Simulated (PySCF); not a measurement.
# TPSS on Dy³⁺ (dysprosium, charge +3)

Configuration: [Xe] 4f9, one real determinant. Computed with PySCF 2.14 in ANO-RCC-VTZP (8s7p5d3f2g1h, 104 functions), with scalar relativity by spin-free X2C-1e.

| Item | Value |
| --- | --- |
| Total energy | -12154.53 hartree |
| One-electron energy | -16569.11 hartree |
| Hartree (Coulomb) energy | 4680.60 hartree |
| Exchange-correlation energy | -266.02 hartree |
| ⟨S²⟩ | 8.7530 |
| ⟨L²⟩ | 24.010 |
| Sum of ⟨r⟩ | 33.87 bohr |
| Sum of ⟨r²⟩ | 34.31 bohr² |
| Traceless quadrupole moment −½Σ⟨3z² − r²⟩ along its main axis | -0.200 e·bohr² |
| Langevin diamagnetic susceptibility | -27.2 ×10⁻⁶ cm³/mol |
| Time after the integrals | about 14 core-seconds |

| shell | electrons | mean orbital energy (eV) | spread (eV) | rms radius, mean of both spins (bohr) |
| --- | --- | --- | --- | --- |
| 1s α | 1 | -53575.2 | 0 | 0.0240 |
| 1s β | 1 | -53575.2 | 0 | 0.0240 |
| 2s α | 1 | -8949.7 | 0 | 0.0971 |
| 2s β | 1 | -8949.6 | 0 | 0.0971 |
| 2p α | 3 | -7959.6 | 0.260 | 0.0874 |
| 2p β | 3 | -7959.5 | 0.256 | 0.0874 |
| 3s α | 1 | -2021.7 | 0 | 0.250 |
| 3s β | 1 | -2020.0 | 0 | 0.250 |
| 3p α | 3 | -1715.7 | 1.493 | 0.251 |
| 3p β | 3 | -1713.9 | 1.169 | 0.251 |
| 3d α | 5 | -1314.1 | 1.432 | 0.230 |
| 3d β | 5 | -1312.6 | 1.017 | 0.230 |
| 4s α | 1 | -428.80 | 0 | 0.563 |
| 4s β | 1 | -424.23 | 0 | 0.563 |
| 4p α | 3 | -327.55 | 2.329 | 0.598 |
| 4p β | 3 | -322.94 | 1.459 | 0.598 |
| 4d α | 5 | -187.55 | 2.616 | 0.656 |
| 4d β | 5 | -182.84 | 1.523 | 0.656 |
| 5s α | 1 | -79.470 | 0 | 1.36 |
| 5s β | 1 | -77.217 | 0 | 1.36 |
| 5p α | 3 | -54.639 | 0.882 | 1.57 |
| 5p β | 3 | -52.986 | 0.535 | 1.57 |
| 4f α | 7 | -36.227 | 2.548 | 0.918 |
| 4f β | 2 | -32.902 | 0.372 | 0.918 |

⟨L²⟩ = 24.01 against 30 for a pure H term, so this real determinant mixes terms. Spin-orbit coupling, absent here, splits the open shell strongly.

Densities and radii are taken from the X2C orbitals without a picture-change correction, which distorts them close to the nucleus.
